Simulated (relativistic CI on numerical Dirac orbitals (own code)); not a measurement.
A reference radial Dirac CI calculation of Cd XXV gave the lowest total energy -5263.83708 Ha in 10 SCF steps, from this input:

```
atom Cd  Z=48  charge=24  electrons=24
nucleus A=114  rms_radius_fm=4.6087
hamiltonian dirac-coulomb  breit=on  qed=on  c_scale=1
orbitals kli  potential=per-configuration
slater_scale 1
correlation none
mixing on
grid step=0.0125 r_max=4.6
scf mixing=0.4 start=green max_iterations=150 tolerance=2e-08 node_fill=0.05
configurations
  [Ar] 3d6
end
```

One setting was then changed, and the output read:

```
SCF 1: [Ar] 3d6
 iter      energy (Ha)   residual   last orbital (Ha)
    1     -5200.236030   4.93e+00    -76.56485
    2     -5248.984001   2.72e+00    -61.23527
    3     -5269.156999   1.60e-01    -45.53108
    4     -5269.270059   1.12e-01    -46.31111
    5     -5269.299071   3.17e-03    -45.72205
    6     -5269.299066   7.61e-04    -45.70760
    7     -5269.299057   5.83e-05    -45.70215
    8     -5269.299059   8.02e-07    -45.70251
    9     -5269.299059   4.87e-07    -45.70252
   10     -5269.299059   6.23e-10    -45.70251
orbital energies (Ha): 2s -179.0174  2p1/2 -169.2184  2p3/2 -162.1092  3s -57.7334  3p1/2 -53.8974  3p3/2 -52.4604  3d3/2 -46.0140  3d5/2 -45.7025
configuration averages (Ha): Dirac-Coulomb, Breit, QED
  3d6                          -5269.299059    3.709952    2.559728
levels: no., configuration, term, J, E (cm-1), weight
   1 3d6                    5D   4                0.0  0.86
   2 3d6                    5D   3            35534.5  0.94
   3 3d6                    5D   2            37368.7  0.71
   4 3d6                    5D   1            54964.7  0.86
   5 3d6                    5D   0            57645.2  0.82
   6 3d6                    3H   4           100060.4  0.28
   7 3d6                    3H   6           118206.2  0.86
   8 3d6                    3H   5           120837.1  0.56
   9 3d6                    3P   2           128037.3  0.57
  10 3d6                    3F   3           145647.9  0.57
  11 3d6                    3F   2           152479.1  0.79
  12 3d6                    3H   4           164280.6  0.55
  13 3d6                    1S   0           177710.7  0.56
  14 3d6                    3G   5           182420.4  0.56
lowest total energy -5263.938934 Ha
end: converged
```

Question: Which setting was changed?
A. Slater scale
B. charge
C. speed of light
D. Breit term

Answer: A. The Slater scale 1.2.
